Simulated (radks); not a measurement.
The numbers below are computed, except where a source is named.
Species: Ne IV. Configuration: [He] 2s2 2p3.

Level of theory: Dirac Kohn-Sham, XLYP, spin-unpolarised, spherical densities, point nucleus; open shells fill j = l - 1/2 first (a radial shooting solver on a logarithmic mesh with Libxc functionals).

Energy parts (eV):
| part | energy |
|---|---|
| total | -3382.124 |
| kinetic | 3384.954 |
| electron-nucleus | -7661.993 |
| Hartree | 1180.800 |
| exchange-correlation | -285.884 |

Orbitals (lengths in bohr, moments of r in powers of bohr; <r^-3> diverges for s and p1/2; r(max) is where P^2 peaks):
| orbital | occ. | eigenvalue (eV) | <r^-3> | r(max) | <1/r> | <r^4> | small-component weight |
|---|---|---|---|---|---|---|---|
| 1s1/2 | 2 | -915.9517 | - | 0.1025 | 9.638 | 0.002928 | 1.23e-03 |
| 2s1/2 | 2 | -103.2831 | - | 0.6444 | 1.835 | 1.030 | 1.77e-04 |
| 2p1/2 | 2 | -80.7663 | - | 0.5567 | 1.738 | 1.077 | 1.62e-04 |
| 2p3/2 | 1 | -80.6104 | 16.53 | 0.5578 | 1.734 | 1.084 | 1.62e-04 |
| 3s1/2 | 0 | -29.2220 | - | 2.120 | 0.6032 | 55.61 | 4.18e-05 |

The highest occupied level is 2p3/2 at -80.610 eV. Summed over all electrons, <r^2> = 3.705 bohr^2, which gives a Langevin (diamagnetic) susceptibility term of -2.93 x 10^-6 cm^3/mol. For comparison, the ionisation energy in NIST's Atomic Spectra Database is 97.190 eV (semi-empirical). In exact Kohn-Sham theory the highest level is minus the ionisation energy, but local and semilocal functionals leave it too shallow, through self-interaction and a potential that decays too fast; potentials with the right tail come closer.

Beside tabulated values, note that spin-unpolarised runs miss the spin-polarisation part of the exchange energy of open shells.
